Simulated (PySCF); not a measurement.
## `CCc1cccnc1`: 4 charge schemes on one density

Compound: C7H9N.
Numbering: `[CH3:1][CH2:2][c:3]1[cH:4][cH:5][cH:6][n:7][cH:8]1` (hydrogens: H9, H10, H11 on C1; H12, H13 on C2; H14 on C4; H15 on C5; H16 on C6; H17 on C8)

Structure used (PBE0-D3(BJ)/def2-TZVP), in Å, numbered top down from 1:
```xyz
17
C7H9N angstrom
C     -2.345    0.462    0.371
C     -1.354    0.019   -0.702
C      0.030   -0.167   -0.157
C      0.895    0.902    0.035
C      2.147    0.677    0.581
C      2.497   -0.621    0.920
N      1.690   -1.661    0.742
C      0.494   -1.425    0.218
H     -3.349    0.571   -0.044
H     -2.389   -0.268    1.183
H     -2.050    1.420    0.804
H     -1.331    0.761   -1.506
H     -1.695   -0.918   -1.150
H      0.590    1.906   -0.246
H      2.844    1.491    0.739
H      3.471   -0.835    1.351
H     -0.146   -2.294    0.077
```

Density: PBE0/pcSseg-2 (PySCF); schemes: Mulliken, IAO, Hirshfeld and ESP-fitted. One conformer (not necessarily the lowest) at the PBE0-D3(BJ)/def2-TZVP geometry, without solvent, vibrations or thermal averaging.

Atoms with like bonding are taken together and averaged. Do the Mulliken, IAO, Hirshfeld and ESP-fitted schemes agree on where the charge is highest?

The schemes don't all agree: Mulliken C6 (+0.133); IAO H15 (+0.160); Hirshfeld H14 (+0.057); ESP-fitted C6 (+0.595).

At which atom do the 4 schemes differ most?

At C5: from -0.690 (ESP-fitted) to -0.053 e (Mulliken), 0.637 e apart.

For which atoms does the sign change between the 4 schemes (beyond +0.03 e in one, beyond −0.03 e in another)?

C2, C3 and C4.

What partial charge does each atom carry?

In e; atoms taken as equivalent share a row and are averaged (×n: the atom named and its like, n in all):

| atom | environment | Mulliken | IAO | Hirshfeld | ESP-fitted |
| --- | --- | --- | --- | --- | --- |
| C1 | methyl carbon | -0.032 | -0.424 | -0.122 | -0.153 |
| C2 | benzylic-type carbon | -0.045 | -0.264 | -0.073 | +0.063 |
| C3 | substituted aromatic carbon | +0.096 | -0.012 | +0.003 | -0.434 |
| C4 | aromatic CH carbon | -0.048 | -0.135 | -0.037 | +0.321 |
| C5 | aromatic CH carbon | -0.053 | -0.183 | -0.056 | -0.690 |
| C6 | aromatic CH next to a ring nitrogen | +0.133 | -0.018 | +0.007 | +0.595 |
| N7 | pyridine-type nitrogen | -0.288 | -0.282 | -0.169 | -0.748 |
| C8 | aromatic CH next to a ring nitrogen | +0.008 | -0.021 | +0.008 | +0.517 |
| H9/H10/H11 | methyl hydrogen | +0.029 | +0.145 | +0.044 | +0.049 |
| H12/H13 | methylene hydrogen | +0.031 | +0.144 | +0.047 | +0.030 |
| H14 | aromatic hydrogen | +0.018 | +0.151 | +0.057 | +0.071 |
| H15 | aromatic hydrogen | +0.019 | +0.160 | +0.056 | +0.223 |
| H16 | aromatic hydrogen | +0.029 | +0.155 | +0.051 | +0.004 |
| H17 | aromatic hydrogen | +0.013 | +0.148 | +0.049 | +0.026 |

Mean size of the charges over all atoms: ESP-fitted 0.238 e, IAO 0.157 e, Mulliken 0.055 e, Hirshfeld 0.054 e. Each set sums to the total charge, 0, to within 0.001 e. The IAO scheme counts the electrons in orthogonalised intrinsic atomic orbitals, a minimal basis polarised so that it spans the occupied orbitals exactly. The Mulliken scheme counts on each atom the diagonal of the density matrix times the overlap matrix over that atom's basis functions.

How many electrons does the Mulliken scheme count on C4?

Z − q = 6 − (-0.048) = 6.048.

How closely do the schemes follow one another over all atoms?

Correlation coefficient and root-mean-square difference: IAO with Hirshfeld 0.95, 0.123 e; Mulliken with Hirshfeld 0.75, 0.056 e; Mulliken with ESP-fitted 0.58, 0.305 e; Mulliken with IAO 0.57, 0.153 e; Hirshfeld with ESP-fitted 0.52, 0.317 e; IAO with ESP-fitted 0.37, 0.326 e.

Sum the charges by element, for elements with more than one atom.

```
element  atoms  Mulliken     IAO  Hirshfeld  ESP-fitted
      C      7    +0.059  -1.057     -0.270      +0.219
      H      9    +0.229  +1.338     +0.438      +0.529
```
